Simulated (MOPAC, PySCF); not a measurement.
CH₇InN₂, SMILES `[CH3][In]([NH2])[NH2]`, neutral singlet in the gas phase. 

Z-matrix (Å, degrees):
```
In
N 1 2.0427
H 2 1.0098 1 119.08
H 2 1.0102 3 109.27 1 -140.66
N 1 2.0433 2 111.89 3 -156.55
H 5 1.0099 1 119.00 2 -155.94
H 5 1.0103 6 109.22 1 -140.21
C 1 2.1589 2 124.08 3 23.29
H 8 1.0882 1 110.23 2 0.38
H 8 1.0891 9 109.27 1 -120.84
H 8 1.0893 9 109.24 10 -118.81
```
Charge 0, spin multiplicity 1.

All levels are single points at this geometry (B3LYP-D3(BJ)/def2-TZVP); Pople sets use spherical d functions. Orbital energies aren't observables, and empty levels follow the basis.

```csv
level,HOMO (eV),LUMO (eV),gap (eV),dipole (D),"vertical IE, Delta-SCF (eV)"
ωB97X-D3(BJ)/def2-TZVP in PySCF,-9.05,1.50,10.55,0.66,8.96
B3LYP/LANL2DZ in PySCF,-5.91,-0.06,5.85,0.60,–
M06-2X/6-31G* (LANL2DZ on In) in PySCF,-7.49,0.65,8.14,0.54,–
PBE/6-31G* (LANL2DZ on In) in PySCF,-4.67,-0.50,4.17,0.35,–
PM6 in MOPAC,-9.19,1.10,10.29,0.74,–
PM7 in MOPAC,-8.85,0.33,9.18,0.42,–
```
